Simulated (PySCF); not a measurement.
HO (SMILES [OH]), doublet, at a GFN2-xTB geometry; MP2/def2-TZVPP in PySCF.

Input for PySCF:
```python
from pyscf import gto, scf, mp

mol = gto.M(
    atom='''
O    -0.000000   -0.000000   -0.107036
H     0.000000    0.000000    0.856289
''',
    basis='def2-tzvpp',
    charge=0,
    spin=1,
    verbose=4,
)

mf = scf.UHF(mol)
mf.kernel()

pt = mp.MP2(mf, frozen=1)
pt.kernel()
print('E(MP2) = %.10f' % pt.e_tot)
mf.analyze()
```

Task: Write the output that PySCF gives for this input, abridged.

Result: 
```
PySCF version 2.14.0

[INPUT] verbose = 4
[INPUT] num. atoms = 2
[INPUT] num. electrons = 9
[INPUT] charge = 0
[INPUT] spin (= nelec alpha-beta = 2S) = 1
[INPUT] symmetry False subgroup None
[INPUT] Mole.unit = angstrom
[INPUT] Symbol           X                Y                Z      unit          X                Y                Z       unit  Magmom
[INPUT]  1 O      0.000000000000   0.000000000000  -0.107036000000 AA    0.000000000000   0.000000000000  -0.202268725469 Bohr   0.0
[INPUT]  2 H      0.000000000000   0.000000000000   0.856289000000 AA    0.000000000000   0.000000000000   1.618151693478 Bohr   0.0

nuclear repulsion = 4.39458924803156
number of shells = 17
number of NR pGTOs = 62
number of NR cGTOs = 45
basis = def2-tzvpp
ecp = {}

******** <class 'pyscf.scf.uhf.UHF'> ********
method = UHF
initial guess = minao
damping factor = 0
level_shift factor = 0
DIIS = <class 'pyscf.scf.diis.CDIIS'>
diis_start_cycle = 1
diis_space = 8
diis_damp = 0
SCF conv_tol = 1e-09
SCF conv_tol_grad = None
SCF max_cycles = 50
direct_scf = True
direct_scf_tol = 1e-13
number electrons alpha = 5  beta = 4
Set gradient conv threshold to 3.16228e-05
init E= -75.0608172472976

cycle= 1 E= -75.4069677942682  delta_E= -0.346  |g|= 0.196  |ddm|= 0.643
cycle= 2 E= -75.4226549469232  delta_E= -0.0157  |g|= 0.0453  |ddm|= 0.133
cycle= 3 E= -75.4237377461197  delta_E= -0.00108  |g|= 0.0172  |ddm|= 0.0292
cycle= 4 E= -75.4239678783299  delta_E= -0.00023  |g|= 0.00748  |ddm|= 0.0161
cycle= 5 E= -75.4240156154564  delta_E= -4.77e-05  |g|= 0.00359  |ddm|= 0.00621
cycle= 6 E= -75.4240349099798  delta_E= -1.93e-05  |g|= 0.00126  |ddm|= 0.00568
cycle= 7 E= -75.4240379980002  delta_E= -3.09e-06  |g|= 0.000419  |ddm|= 0.00269
cycle= 8 E= -75.4240383558638  delta_E= -3.58e-07  |g|= 9.42e-05  |ddm|= 0.00107
cycle= 9 E= -75.4240383691031  delta_E= -1.32e-08  |g|= 2.54e-05  |ddm|= 0.000154
cycle= 10 E= -75.4240383700083  delta_E= -9.05e-10  |g|= 4.23e-06  |ddm|= 4.46e-05
Extra cycle  E= -75.4240383700252  delta_E= -1.69e-11  |g|= 2e-06  |ddm|= 4.6e-06
converged SCF energy = -75.4240383700252  <S^2> = 0.75631486  2S+1 = 2.0063049

******** <class 'pyscf.mp.ump2.UMP2'> ********
nocc = (np.int64(4), np.int64(3)), nmo = (44, 44)
frozen orbitals 1
E(UMP2) = -75.6224235510085  E_corr = -0.198385180983235
E(SCS-UMP2) = -75.6219050170815  E_corr = -0.197866647056248
E_corr(same-spin) = -0.0463795039888081
E_corr(oppo-spin) = -0.152005676994427
E(MP2) = -75.6224235510
**** SCF Summaries ****
Total Energy =                         -75.424038370025215
Nuclear Repulsion Energy =               4.394589248031558
One-electron Energy =                 -112.742202592882649
Two-electron Energy =                   32.923574974825868
Two-electron Coulomb Energy =           41.496878780180978
DFT Exchange-Correlation Energy =       -8.573303805355110
**** MO energy ****
                             alpha | beta                alpha | beta
MO #1   energy= -20.6339860224459  | -20.5940037367149  occ= 1 | 1
MO #2   energy= -1.38805869404018  | -1.23064309516561  occ= 1 | 1
MO #3   energy= -0.681929674972647 | -0.638087655049915 occ= 1 | 1
MO #4   energy= -0.656229728169108 | -0.5124919931093   occ= 1 | 1
MO #5   energy= -0.55962140784154  | 0.0992604303776302 occ= 1 | 0
MO #6   energy= 0.131752493925653  | 0.138654719445916  occ= 0 | 0
MO #7   energy= 0.540744957126791  | 0.548583601270452  occ= 0 | 0
MO #8   energy= 0.541488781576691  | 0.58530324340449   occ= 0 | 0
MO #9   energy= 0.571062959504491  | 0.591383104303949  occ= 0 | 0
MO #10  energy= 0.57847650717157   | 0.679808493572279  occ= 0 | 0
MO #11  energy= 0.682600445526361  | 0.703014934096468  occ= 0 | 0
MO #12  energy= 0.86334009528445   | 0.879380503592445  occ= 0 | 0
MO #13  energy= 0.882072903881886  | 0.888938377562584  occ= 0 | 0

To work with the spin densities directly, `use mulliken_meta_spin()` only printing them here.

 ** Mulliken spin pop alpha/beta on meta-lowdin orthogonal AOs **
 ** Mulliken Spin Density (per AO)  **
spin_pop of  0 O 1s       -0.00000
spin_pop of  0 O 2s        0.02009
spin_pop of  0 O 3s       -0.00100
spin_pop of  0 O 4s       -0.00007
spin_pop of  0 O 5s       -0.00000
spin_pop of  0 O 2px       0.17012
spin_pop of  0 O 2py       0.82966
spin_pop of  0 O 2pz       0.02353
spin_pop of  0 O 3px      -0.00114
spin_pop of  0 O 3py       0.00013
spin_pop of  0 O 3pz       0.00038
spin_pop of  0 O 4px      -0.00002
spin_pop of  0 O 4py       0.00014
spin_pop of  0 O 4pz       0.00004
spin_pop of  0 O 3dxy     -0.00011
spin_pop of  0 O 3dyz      0.00067
spin_pop of  0 O 3dz^2    -0.00010
spin_pop of  0 O 3dxz      0.00020
spin_pop of  0 O 3dx2-y2   -0.00009
spin_pop of  0 O 4dxy      0.00000
spin_pop of  0 O 4dyz      0.00003
spin_pop of  0 O 4dz^2     0.00003
spin_pop of  0 O 4dxz      0.00000
spin_pop of  0 O 4dx2-y2    0.00000
spin_pop of  0 O 4f-3      0.00005
spin_pop of  0 O 4f-2      0.00001
spin_pop of  0 O 4f-1     -0.00000
spin_pop of  0 O 4f+0     -0.00010
spin_pop of  0 O 4f+1     -0.00003
spin_pop of  0 O 4f+2      0.00001
spin_pop of  0 O 4f+3      0.00005
spin_pop of  1 H 1s       -0.04178
spin_pop of  1 H 2s       -0.00073
spin_pop of  1 H 3s        0.00002
spin_pop of  1 H 2px      -0.00047
spin_pop of  1 H 2py       0.00042
spin_pop of  1 H 2pz      -0.00008
spin_pop of  1 H 3px       0.00003
spin_pop of  1 H 3py       0.00006
spin_pop of  1 H 3pz      -0.00005
spin_pop of  1 H 3dxy     -0.00000
spin_pop of  1 H 3dyz      0.00005
spin_pop of  1 H 3dz^2     0.00000
spin_pop of  1 H 3dxz      0.00002
spin_pop of  1 H 3dx2-y2   -0.00000
 ** Mulliken Spin Density (per atom)  **
spin density of  0 O =      1.04250
spin density of  1 H =     -0.04250
 ** Mulliken pop alpha/beta on meta-lowdin orthogonal AOs **
 ** Mulliken pop       alpha | beta **
In total             5.00000 | 4.00000
 ** Mulliken atomic charges   ( Nelec_alpha | Nelec_beta ) **
charge of  0O =     -0.35091  (     4.69671      3.65421 )
charge of  1H =      0.35091  (     0.30329      0.34579 )
Dipole moment(X, Y, Z, Debye):  0.00000,  0.00000,  1.79689
```
